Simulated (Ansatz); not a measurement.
Gas-phase electronic energies from Ansatz, PBE0-D4/def2-TZVP geometries. CBS: MP2 limit from def2 TZ/QZ plus the TZ coupled-cluster correction, frozen cores. This one scheme is used for every species. DFT in def2-TZVPP. B3LYP here is the variant with VWN-RPA as its local correlation; programs differ in this. Each species was taken in one conformer, which may not be the lowest.

Reaction (formal exchange of groups at the Al–B bond): `[SiH3][NH][AlH][BH]Cl` + `F[SiH3]` → `F[SiH2][AlH][NH][SiH3]` + `BCl`

`[SiH3][NH][AlH][BH]Cl`:

Z-matrix (Å, degrees):
```
Si
N 1 1.723
H 1 1.490 2 112.9
H 1 1.489 2 113.2 3 122.2
H 1 1.492 2 106.1 3 -118.9
Al 2 1.788 1 124.6 3 120.6
H 2 1.011 1 116.3 3 -60.1
B 6 2.131 2 115.3 1 1.0
H 6 1.588 2 117.6 1 179.9
Cl 8 1.755 6 118.7 2 95.8
H 8 1.197 6 127.6 2 -84.2
```

`F[SiH3]`:

```xyz
5

F    -0.513   -1.472   -0.041
Si    0.013    0.038    0.001
H     0.662    0.269    1.313
H    -1.149    0.941   -0.172
H     0.986    0.224   -1.101
```

`F[SiH2][AlH][NH][SiH3]`:

Z-matrix (Å, degrees):
```
Si
Al 1 2.470
F 1 1.614 2 110.2
H 1 1.491 2 113.1 3 -120.0
H 1 1.491 2 112.6 3 118.9
N 2 1.782 1 117.8 3 46.7
H 2 1.587 1 124.9 3 -133.7
Si 6 1.729 2 128.5 1 3.0
H 6 1.013 2 116.6 1 -177.8
H 8 1.489 6 111.6 2 124.1
H 8 1.489 6 112.6 2 -115.0
H 8 1.486 6 107.0 2 4.8
```

`BCl`:

Cartesian coordinates in Å:
```
B 0.064 0.115 -0.078
Cl -0.660 -1.190 0.804
H -0.373 0.376 -1.153
H 0.970 0.699 0.427
```

```tsv
level	ΔE (kJ/mol)	difference from CCSD(T)/CBS
PBE0-D4	-24.2	-5.9
PBE	-25.1	-6.8
r2SCAN	-22.0	-3.7
PBE0	-23.9	-5.6
B3LYP	-22.1	-3.8
MP2/def2-TZVPP	-17.1	1.2
SCS-MP2/def2-TZVPP	-16.9	1.4
CCSD/def2-TZVPP	-18.8	-0.5
SCS-MP2/def2-QZVPP	-16.6	1.7
MP2/CBS(def2)	-16.8	1.5
CCSD(T)/CBS	-18.3	0
```

Largest T1 diagnostic among the species: 0.013.

CCSD(T)/CBS has its own doubt, a few kJ/mol and more with outer-core shells, so smaller differences from it don't rank the levels.
